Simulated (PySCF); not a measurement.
Job file and geometry (Å, from GFN2-xTB) of an NMR shielding run on `FC(F)[C@@H]1CC[SiH2][SiH2]1`, C4H10F2Si2, GIAO PBE0/pcSseg-1 NMR shielding, non-relativistic, gas phase (PySCF); density fitting, a coarse starting grid and PySCF grid level 2 are the driver's defaults:

```
$ OMP_NUM_THREADS=1 python probes_run.py task.json out

{"job": {"kind": "nmr", "xc": "PBE0", "basis": "pcSseg-1"}, "charge": 0, "multiplicity": 1}
F      2.267005    -0.442326     1.412315
C      2.180738     0.365529     0.321673
F      3.101536    -0.108806    -0.559034
C      0.796013     0.340078    -0.276573
C     -0.221104     0.918860     0.711182
C     -1.644918     0.819871     0.164070
Si    -1.980135    -0.987725    -0.383142
Si     0.253328    -1.441698    -0.795219
H      2.519232     1.366549     0.639434
H      0.837850     0.982252    -1.162373
H      0.025270     1.963396     0.933600
H     -0.152709     0.364416     1.651851
H     -1.745177     1.492499    -0.690179
H     -2.347350     1.169673     0.919612
H     -2.922427    -0.995642    -1.507102
H     -2.620616    -1.722839     0.714300
H      0.925446    -2.418272     0.062822
H      0.719258    -1.659497    -2.168895
```

**Question.** What does the program print?

**Answer.** 
```
coarse grid: 15968 points
cycle   1  E = -936.2881663797  dE =  8.083e-01  |g| = 7.114e-01  |ddm| = 3.744e+00
cycle   2  E = -936.2176013687  dE =  7.057e-02  |g| = 9.862e-01  |ddm| = 1.037e+00
cycle   3  E = -936.3800180884  dE = -1.624e-01  |g| = 5.380e-02  |ddm| = 6.192e-01
cycle   4  E = -936.3804006916  dE = -3.826e-04  |g| = 3.062e-02  |ddm| = 6.529e-02
cycle   5  E = -936.3806117151  dE = -2.110e-04  |g| = 6.882e-03  |ddm| = 3.255e-02
cycle   6  E = -936.3806232506  dE = -1.154e-05  |g| = 1.764e-03  |ddm| = 9.732e-03
cycle   7  E = -936.3806241199  dE = -8.693e-07  |g| = 2.992e-04  |ddm| = 2.482e-03
final grid: 145616 points
cycle   8  E = -936.4410886911  dE = -4.681e-05  |g| = 7.857e-03  |ddm| = 2.865e-02
cycle   9  E = -936.4410766000  dE =  1.209e-05  |g| = 1.095e-02  |ddm| = 1.554e-02
cycle  10  E = -936.4411029583  dE = -2.636e-05  |g| = 7.964e-04  |ddm| = 9.243e-03
cycle  11  E = -936.4411030573  dE = -9.894e-08  |g| = 2.502e-04  |ddm| = 8.942e-04
cycle  12  E = -936.4411030674  dE = -1.012e-08  |g| = 6.361e-05  |ddm| = 2.227e-04
cycle  13  E = -936.4411030682  dE = -8.438e-10  |g| = 2.372e-05  |ddm| = 7.529e-05
converged SCF energy = -936.4411030682

GIAO shielding tensors (ppm)
atom      isotropic    diamagn.    paramagn.     s11        s22        s33       span
  0 F      310.471     475.025    -164.554    218.804    344.655    367.955    149.151
  1 C       62.697     239.437    -176.740     42.038     69.491     76.564     34.526
  2 F      293.007     472.638    -179.631    197.487    335.220    346.314    148.826
  3 C      146.445     254.811    -108.366    123.320    144.557    171.458     48.138
  4 C      156.571     249.767     -93.196    136.591    163.170    169.951     33.360
  5 C      173.441     251.368     -77.927    157.957    168.802    193.565     35.608
  6 Si     420.537     880.073    -459.535    384.611    405.627    471.373     86.762
  7 Si     426.968     880.633    -453.665    396.134    417.390    467.379     71.245
  8 H       25.264      28.037      -2.773     22.477     23.856     29.460      6.983
  9 H       30.210      33.301      -3.091     26.686     28.761     35.181      8.495
 10 H       29.498      31.804      -2.306     23.538     28.411     36.543     13.005
 11 H       30.408      32.685      -2.277     25.549     30.241     35.436      9.887
 12 H       30.924      31.294      -0.370     25.800     28.604     38.366     12.566
 13 H       30.154      29.829       0.325     24.566     27.589     38.307     13.741
 14 H       27.782      28.702      -0.920     24.178     25.026     34.141      9.963
 15 H       27.845      28.861      -1.017     24.338     25.088     34.108      9.769
 16 H       27.571      29.120      -1.549     23.286     26.616     32.810      9.524
 17 H       27.777      29.114      -1.337     23.878     25.393     34.060     10.182
```

**Question.** Turn these shieldings into chemical shifts. Scale: CFCl3 for ¹⁹F (σ = 170.95 ppm); ¹³C (σ = 186.93 ppm), ²⁹Si (σ = 349.16 ppm), ¹H (σ = 31.72 ppm) vs TMS (reference shieldings calculated alike).

**Answer.** Averaging equivalent atoms: F 2: -122.1; F 0: -139.5; C 1: 124.2; C 3: 40.5; C 4: 30.4; C 5: 13.5; Si 6: -71.4; Si 7: -77.8; H 8: 6.45; H 16: 4.15; H 17: 3.94; H 14: 3.94; H 15: 3.87; H 10: 2.22; H 13: 1.56; H 9: 1.51; H 11: 1.31; H 12: 0.79 ppm. Unscaled 19F shifts against computed CFCl3 carry errors that often reach 10 to 50 ppm.

Size and cost of the density-fitted run: 200 basis functions, 25 s wall time on 1 thread of an AMD EPYC 9R45 96-Core, shared host; peak memory 0.91 GiB.
